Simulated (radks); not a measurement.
Q: Excited configurations of Xe2+: one electron is placed in a higher orbital outside [Kr] 4d10 5s2 5p3. The ground configuration is [Kr] 4d10 5s2 5p4. Calculated with a radial shooting solver on a logarithmic mesh with Libxc functionals: scalar-relativistic Kohn-Sham, r2SCAN, spin-polarised, spherical densities, finite nucleus; open shells are filled with parallel spins first (spin-orbit coupling, left out, can overturn this in heavy ions); meta-GGA in the generalised Kohn-Sham scheme; Fermi nuclear charge, rms radius 4.7859 fm. Excitation = E - E(ground); binding = E(ion) - E, where the ion is the core of charge +3; n* = 3/sqrt(2 binding) in atomic units, and the quantum defect is n - n*.

| outer orbital | excitation (eV) | binding (eV) | n* | quantum defect | eigenvalue (eV) | <r> (bohr) |
|---|---|---|---|---|---|---|
| 5d | 13.202 | 16.917 | 2.690 | 2.310 | -13.449 | 2.905 |
| 6p | 17.665 | 12.453 | 3.136 | 2.864 | -10.756 | 4.821 |
| 6d | 21.615 | 8.504 | 3.795 | 2.205 | -7.165 | 6.496 |
| 7s | 21.588 | 8.530 | 3.789 | 3.211 | -7.413 | 7.350 |
| 7f | 26.834 | 3.285 | 6.106 | 0.894 | -2.811 | 16.94 |

Estimate the row for 7d.

A: excitation (eV) 24.808; binding (eV) 5.310; n* 4.802; quantum defect 2.198; eigenvalue (eV) -4.562; <r> (bohr) 10.86. The Delta-SCF ionisation energy is 30.118 eV (NIST Atomic Spectra Database: 31.05 eV, semi-empirical). Self-interaction in the functional shifts the binding energies and quantum defects, so they are the method's values and not measured ones. Open shells are spherical and high-spin; term and fine-structure splittings are not resolved. Spin-orbit splitting is averaged out at the scalar-relativistic level.
